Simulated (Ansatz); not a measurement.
`C1[O][AlH][S]1` and `[SH][Al]1[O]C[S]1` differ in one atom or group.

Ansatz, PBE0-D4/def2-TZVP geometries, multiplicity 1. Each molecule was computed in one conformer, which needn't be the lowest.

```csv
property,`C1[O][AlH][S]1`
LUMO energy (B3LYP/def2-TZVPP) / eV,-1.09
HOMO energy (ωB97M-V/def2-TZVPP) / eV,-9.43
LUMO energy (PBE0/def2-TZVPP) / eV,-0.88
HOMO energy (PBE/def2-TZVPP) / eV,-6.09
HOMO energy (PBE0/def2-TZVPP) / eV,-7.26
LUMO energy (ωB97M-V/def2-TZVPP) / eV,0.72
```

(1) What does the change do to each property? (Best estimate.)

Results:

(1) The calculation gave: 
```json
{"property": "LUMO energy (B3LYP/def2-TZVPP) / eV", "`[SH][Al]1[O]C[S]1`": "-1.10", "shift": "-0.01"}
{"property": "HOMO energy (ωB97M-V/def2-TZVPP) / eV", "`[SH][Al]1[O]C[S]1`": "-9.46", "shift": "-0.03"}
{"property": "LUMO energy (PBE0/def2-TZVPP) / eV", "`[SH][Al]1[O]C[S]1`": "-0.87", "shift": "0.01"}
{"property": "HOMO energy (PBE/def2-TZVPP) / eV", "`[SH][Al]1[O]C[S]1`": "-6.09", "shift": "0.00"}
{"property": "HOMO energy (PBE0/def2-TZVPP) / eV", "`[SH][Al]1[O]C[S]1`": "-7.29", "shift": "-0.03"}
{"property": "LUMO energy (ωB97M-V/def2-TZVPP) / eV", "`[SH][Al]1[O]C[S]1`": "0.82", "shift": "0.10"}
```

The zero-point energy changes by 7.4 kJ/mol with +3 modes.

B3LYP here is the variant with VWN-RPA as its local correlation; programs differ in this.
